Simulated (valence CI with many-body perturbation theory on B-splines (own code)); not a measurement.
## Gd⁴⁸⁺: E2, M1, M2 decay

Calculated by configuration interaction combined with many-body perturbation theory (CI+MBPT): six valence electrons over a frozen Dirac-Fock core [Ne], radial functions for each j: 9 s, 9 p, 8 d, 6 f, 3 g, 1 h, with the one-electron correlation potential Σ1 (screened to all orders), the two-electron term Σ2, the three-electron term Σ3, Breit, model QED; selected single and double excitations, second order for the rest, scaled by the run's own slope (own B-spline code, finite nucleus).

The last digits are not significant, and no measured levels were compared; by estimate large intervals hold to a few tenths of a per cent, small ones and those within an open d or f shell to about a per cent. Among the levels kept, up to 1100 cm⁻¹ of a level comes from second order outside the variational space, and about a tenth of that is noise between levels of different J, which matters for small intervals.

Lines 1 to 27 of 27 in falling wavelength, among levels below 33.383 Ry, chosen from the decays that carry over 1 % of a level's rate. Wavelengths and rates use the calculated energies. Electric multipoles are in the length gauge with retardation, E1 and E2 with the static RPA response of the core. M1 uses the relativistic operator with retardation. S is in atomic units (e²a₀⁴ for E2 and M2, e²a₀⁶ for E3), for M1 in squared Bohr magnetons. Weak lines are less certain than strong ones. Lines between different terms over intervals too small for the method are left out, as are lines whose strength nearly cancels.

Levels are named by their leading jj configuration (3d3/2^4 stands for four electrons in 3d with j = 3/2), which in mixed levels can hold well under half, so a name can repeat and another be missing. Letters in brackets count levels of one name in rising energy.

| λ vac (Å) | Upper | Lower | Type | A (s⁻¹) | S (a.u.) |
| --- | --- | --- | --- | --- | --- |
| 764.2 | (3s^2 3p1/2^2 3p3/2^2) J=0 | (3s^2 3p1/2^2 3p3/2^2) J=2 | E2 | 1.02e+01 | 2.38e-03 |
| 336.0 | (3s^2 3p1/2^2 3p3/2 3d5/2) J=4 | (3s^2 3p1/2^2 3p3/2 3d3/2) J=3 | M1 | 3.22e+05 | 4.08e+00 |
| 333.3 | (3s^2 3p1/2 3p3/2^2 3d5/2) J=4 [b] | (3s^2 3p1/2 3p3/2^2 3d3/2) J=4 | M1 | 9.56e+04 | 1.18e+00 |
| 309.2 | (3s^2 3p1/2 3p3/2^2 3d5/2) J=5 | (3s^2 3p1/2 3p3/2^2 3d3/2) J=4 | M1 | 3.66e+05 | 4.42e+00 |
| 276.3 | (3s^2 3p1/2 3p3/2^2 3d5/2) J=4 [b] | (3s^2 3p1/2 3p3/2^2 3d3/2) J=3 [a] | M1 | 2.59e+05 | 1.82e+00 |
| 108.8 | (3s^2 3p1/2 3p3/2^2 3d3/2) J=4 | (3s^2 3p1/2^2 3p3/2 3d5/2) J=3 | M1 | 1.90e+05 | 8.18e-02 |
| 92.00 | (3s^2 3p1/2 3p3/2^2 3d3/2) J=4 | (3s^2 3p1/2^2 3p3/2 3d5/2) J=4 | M1 | 8.21e+04 | 2.13e-02 |
| 88.01 | (3s^2 3p1/2 3p3/2^2 3d5/2) J=4 [a] | (3s^2 3p1/2^2 3p3/2 3d5/2) J=3 | M1 | 1.14e+07 | 2.60e+00 |
| 82.05 | (3s^2 3p1/2 3p3/2^2 3d5/2) J=4 [b] | (3s^2 3p1/2^2 3p3/2 3d5/2) J=3 | M1 | 3.60e+06 | 6.64e-01 |
| 79.54 | (3s^2 3p1/2 3p3/2^3) J=1 | (3s^2 3p1/2^2 3p3/2^2) J=0 | M1 | 1.32e+07 | 7.38e-01 |
| 76.67 | (3s^2 3p1/2 3p3/2^2 3d5/2) J=4 [a] | (3s^2 3p1/2^2 3p3/2 3d5/2) J=4 | M1 | 3.05e+07 | 4.59e+00 |
| 73.38 | (3s^2 3p1/2 3p3/2^2 3d5/2) J=4 [b] | (3s^2 3p1/2^2 3p3/2 3d5/2) J=2 | E2 | 1.68e+05 | 2.87e-03 |
| 72.22 | (3s^2 3p1/2 3p3/2^2 3d3/2) J=4 | (3s^2 3p1/2^2 3p3/2 3d3/2) J=3 | M1 | 7.16e+06 | 9.00e-01 |
| 72.22 | (3s^2 3p1/2 3p3/2^2 3d3/2) J=4 | (3s^2 3p1/2^2 3p3/2 3d3/2) J=3 | E2 | 2.92e+05 | 4.62e-03 |
| 72.10 | (3s^2 3p1/2 3p3/2^2 3d5/2) J=4 [b] | (3s^2 3p1/2^2 3p3/2 3d5/2) J=4 | M1 | 4.24e+06 | 5.30e-01 |
| 72.10 | (3s^2 3p1/2 3p3/2^2 3d5/2) J=4 [b] | (3s^2 3p1/2^2 3p3/2 3d5/2) J=4 | E2 | 2.03e+05 | 3.17e-03 |
| 72.04 | (3s^2 3p1/2 3p3/2^3) J=1 | (3s^2 3p1/2^2 3p3/2^2) J=2 | M1 | 4.14e+07 | 1.72e+00 |
| 70.90 | (3s^2 3p1/2 3p3/2^2 3d5/2) J=5 | (3s^2 3p1/2^2 3p3/2 3d5/2) J=4 | M1 | 7.87e+06 | 1.14e+00 |
| 70.90 | (3s^2 3p1/2 3p3/2^2 3d5/2) J=5 | (3s^2 3p1/2^2 3p3/2 3d5/2) J=4 | E2 | 2.86e+05 | 5.04e-03 |
| 69.55 | (3s^2 3p3/2^4) J=0 | (3s^2 3p1/2 3p3/2^3) J=2 | E2 | 1.61e+06 | 2.34e-03 |
| 69.33 | (3s^2 3p1/2 3p3/2^2 3d3/2) J=4 | (3s^2 3p1/2^2 3p3/2 3d3/2) J=2 | E2 | 1.46e+05 | 1.87e-03 |
| 68.74 | (3s^2 3p1/2 3p3/2^3) J=2 | (3s^2 3p1/2^2 3p3/2^2) J=2 | M1 | 2.59e+07 | 1.56e+00 |
| 68.74 | (3s^2 3p1/2 3p3/2^3) J=2 | (3s^2 3p1/2^2 3p3/2^2) J=2 | E2 | 5.41e+05 | 3.71e-03 |
| 66.47 | (3s^2 3p3/2^4) J=0 | (3s^2 3p1/2 3p3/2^3) J=1 | M1 | 1.13e+08 | 1.23e+00 |
| 63.35 | (3s^2 3p1/2 3p3/2^2 3d5/2) J=3 [b] | (3s^2 3p1/2^2 3p3/2 3d5/2) J=4 | M1 | 2.44e+07 | 1.61e+00 |
| 62.42 | (3s^2 3p1/2 3p3/2^2 3d5/2) J=4 [a] | (3s^2 3p1/2^2 3p3/2 3d3/2) J=3 | M1 | 6.84e+05 | 5.55e-02 |
| 52.02 | (3s^2 3p1/2^2 3p3/2 3d5/2) J=4 | (3s^2 3p1/2^2 3p3/2^2) J=2 | M2 | 7.09e+03 | 2.17e-05 |
